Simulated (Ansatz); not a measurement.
Name a neutral molecule of C, F, Ge, S, Si and H with HOMO–LUMO gap (PBE/def2-TZVPP) between 4.50 and 4.80 eV and LUMO energy (PBE/def2-TZVPP) between -1.40 and -1.10 eV (Ansatz, PBE0-D4/def2-TZVP geometry).

`F[Si]1([GeH3])CS1` (4.75 eV, -1.28 eV); `F[Si@H]1S[C@@H]1[GeH3]` (4.72 eV, -1.33 eV). Other molecules can fit too; these were computed, each in one conformer that needn't be the lowest.
